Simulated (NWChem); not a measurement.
System: C3H3ClOSi; SMILES C#C[Si@H](C=O)Cl

Here is an NWChem input.

```
start job
memory heap 200 mb stack 900 mb global 1100 mb
geometry units angstroms noautosym nocenter noautoz
  C      2.715216     1.075393    -0.229718
  C      1.603229     0.672132     0.056693
  Si    -0.047350     0.009523     0.458280
  Cl    -1.505793     1.323685    -0.192190
  C     -0.273337    -1.651209    -0.500733
  O      0.096972    -2.687736    -0.014007
  H      3.698028     1.435952    -0.480211
  H     -0.187801    -0.217537     1.917077
  H     -0.744202    -1.625448    -1.522812
end
basis spherical
  C library pcsseg-1
  Si library pcsseg-1
  Cl library pcsseg-1
  O library pcsseg-1
  H library pcsseg-1
end
dft
  xc xpbe96 cpbe96
  iterations 150
end
property
  shielding
end
task dft property
```

NWChem printed, in part:

```
             Northwest Computational Chemistry Package (NWChem) 7.3.0
             --------------------------------------------------------

                             Geometry "geometry" -> ""
                             -------------------------

 Output coordinates in angstroms (scale by  1.889725989 to convert to a.u.)

  No.       Tag          Charge          X              Y              Z
 ---- ---------------- ---------- -------------- -------------- --------------
    1 C                    6.0000     2.71521600     1.07539300    -0.22971800
    2 C                    6.0000     1.60322900     0.67213200     0.05669300
    3 Si                  14.0000    -0.04735000     0.00952300     0.45828000
    4 Cl                  17.0000    -1.50579300     1.32368500    -0.19219000
    5 C                    6.0000    -0.27333700    -1.65120900    -0.50073300
    6 O                    8.0000     0.09697200    -2.68773600    -0.01400700
    7 H                    1.0000     3.69802800     1.43595200    -0.48021100
    8 H                    1.0000    -0.18780100    -0.21753700     1.91707700
    9 H                    1.0000    -0.74420200    -1.62544800    -1.52281200

 Effective nuclear repulsion energy (a.u.)     301.8326840118

  pbe96 is a nonlocal functional; adding pw91lda local functional.
                              NWChem Property Module
                              ----------------------

  itol2e modified to match energy
  convergence criterion.

                                 NWChem DFT Module
                                 -----------------

 Summary of "ao basis" -> "ao basis" (spherical)
 ------------------------------------------------------------------------------
       Tag                 Description            Shells   Functions and Types
 ---------------- ------------------------------  ------  ---------------------
 C                          pcsseg-1                 7       17   3s3p1d
 Si                         pcsseg-1                10       24   4s5p1d
 Cl                         pcsseg-1                10       24   4s5p1d
 O                          pcsseg-1                 7       17   3s3p1d
 H                          pcsseg-1                 3        5   2s1p

  itol2e modified to match energy
  convergence criterion.

[...]

          -----------------------------------------
          Chemical Shielding Tensors (GIAO, in ppm)
          -----------------------------------------

                                NWChem CPHF Module
                                ------------------

  scftype          =     RHF
  nclosed          =       30
  nopen            =        0
  variables        =     3030
  # of vectors     =        3
  tolerance        = 0.10D-03
  level shift      = 0.00D+00
  max iterations   =       50
  max subspace     =       30

 SCF residual:    1.7997987494549155E-005

Iterative solution of linear equations
  No. of variables     3030
  No. of equations        3
  Maximum subspace       30
        Iterations       50
       Convergence  1.0D-04

   iter   nsub   residual    time
   ----  ------  --------  ---------
     1      3    9.05D-06      47.2

      Atom:    1  C
        Diamagnetic
    275.3237     11.3191     -6.8017
     11.3191    251.9615     -2.8208
     -6.8017     -2.8208    248.3739

        Paramagnetic
    -79.6654     59.5797    -46.3893
     59.5797   -233.3460    -14.4761
    -46.3893    -14.4761   -239.3809

        Total Shielding Tensor
    195.6583     70.8989    -53.1910
     70.8989     18.6155    -17.2969
    -53.1910    -17.2969      8.9930

           isotropic =      74.4223
          anisotropy =     239.9989

          Principal Components and Axis System
                 1           2           3
              234.4215     -7.0207     -4.1341

      1         0.9162     -0.3997      0.0282
      2         0.3203      0.7729      0.5477
      3        -0.2408     -0.4928      0.8362

      Atom:    2  C
        Diamagnetic
    280.0524     14.3996     -8.7515
     14.3996    248.8683     -3.4349
     -8.7515     -3.4349    243.5453

        Paramagnetic
    -40.0037     66.4221    -50.4221
     66.4221   -209.3960    -23.0805
    -50.4221    -23.0805   -227.5442

        Total Shielding Tensor
    240.0486     80.8217    -59.1737
     80.8217     39.4723    -26.5154
    -59.1737    -26.5154     16.0012

           isotropic =      98.5074
          anisotropy =     278.4536

          Principal Components and Axis System
                 1           2           3
              284.1431     13.0675     -1.6884

      1         0.9152     -0.3955      0.0771
      2         0.3277      0.8420      0.4286
      3        -0.2344     -0.3670      0.9002

      Atom:    3  Si
        Diamagnetic
    883.3900     -3.1619      1.8021
     -3.1619    885.0768      0.0205
      1.8021      0.0205    877.2949

        Paramagnetic
   -508.1906    -39.9418      5.3186
    -39.9418   -466.5394    -44.3802
      5.3186    -44.3802   -486.9418

        Total Shielding Tensor
    375.1993    -43.1036      7.1207
    -43.1036    418.5374    -44.3597
      7.1207    -44.3597    390.3531

           isotropic =     394.6966
          anisotropy =     109.9806

          Principal Components and Axis System
                 1           2           3
              468.0170    376.1526    339.9203

      1        -0.3992     -0.6406      0.6560
      2         0.7799      0.1389      0.6103
      3        -0.4821      0.7552      0.4442

      Atom:    4  Cl
        Diamagnetic
   1150.6173     -4.1699      1.6730
     -4.1699   1149.3025     -1.3658
      1.6730     -1.3658   1144.8672

        Paramagnetic
   -192.5727    -25.3052     31.3940
    -25.3052   -208.9992    -47.1781
     31.3940    -47.1781   -231.2385

[...]
```

Level: PBE/pcSseg-1, GIAO. Structure relaxed at the PBE0/def2-SVP level. The printed shielding anisotropy is the first printed principal value minus the mean of the other two.
